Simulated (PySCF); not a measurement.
A structure optimised at PBE-D3(BJ)/def2-SVP, used in a PySCF frequency run:

```
Si
O 1 1.6700
H 2 0.9752 1 113.45
O 1 1.6727 2 108.21 3 42.14
H 4 0.9737 1 112.99 2 -143.76
O 1 1.6813 2 114.38 3 -73.04
H 6 0.9731 1 114.46 2 -76.89
As 1 2.3752 2 102.92 3 162.11
H 8 1.5425 1 91.05 2 160.66
H 8 1.5429 9 91.20 1 90.91
```
Charge 0, spin multiplicity 1.

Task: Write its SMILES and formula.

Result: O[Si](O)(O)[AsH2], AsH5O3Si

Task: What are its rotational constants (standard atomic weights)?

Result: 3.7483, 1.3732, 1.3415 GHz
